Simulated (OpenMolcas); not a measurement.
Tb3+ among 2 point charges of -1 e arranged as a linear pair (D∞h), 2.91 Å from the ion.
```
   0.0000    0.0000    2.9100  -1.00
   0.0000    0.0000   -2.9100  -1.00
```

```
Program             : OpenMolcas 26.06
Method              : CASSCF
Basis               : ANO-RCC-VTZP [8s7p5d3f2g1h]
Scalar Hamiltonian  : DKH2, point nucleus
Active space        : 8 electrons in 7 orbitals (4f)
State averaging     : 2S+1 = 7 even, 7 roots; 2S+1 = 5 even, 62 roots kept (CI in the orbitals of an earlier block); 2S+1 = 3 even, 2 roots kept (CI in the orbitals of an earlier block, 0 in the spin-orbit step)
Spin-orbit coupling : state interaction with AMFI integrals over the reference wave functions
```

Question: What is the spin-free ground state (labels by Λ)?

Answer: 7Φ, 2-fold in its orbital part, 100 % from free-ion F terms; it has the highest spin that f8 allows.

Question: Where is the first state of the same spin?

Answer: 7Δ at 537 cm-1 above the ground state.

Question: What are the lowest two levels with spin-orbit coupling?

Answer: A 2-fold level with g = 0.00, 0.00, 17.96, then a 2-fold level 233.4 cm-1 above it. Their leading multiplicities are 7 (97 %) and 7 (97 %).

Question: What is χT at 300 K, and how does it compare with the textbook value?

Answer: Hund's rules give f8 the level 7F6 with g = 1.500, so an isolated free-ion multiplet has χT = g² J(J+1) / 8 = 11.812 cm3 K/mol. The computed 11.586 at 300 K differs by -2 %, through the field's splitting, the mixing of terms and any other multiplet in reach.

High states are left out of the spin-orbit mixing, which shifts the levels that they would mix with. This is an electrostatic model: the charges have no orbitals. The first state left out of the spin-orbit step lies near 46000 cm-1 above the lowest spin-free state of the reference (among the parities and spins computed), and the lists stop at four fifths of that energy or lower. No measured value stands beside these numbers.

With an even number of electrons the g values are those of a degenerate or nearly degenerate non-Kramers pair.
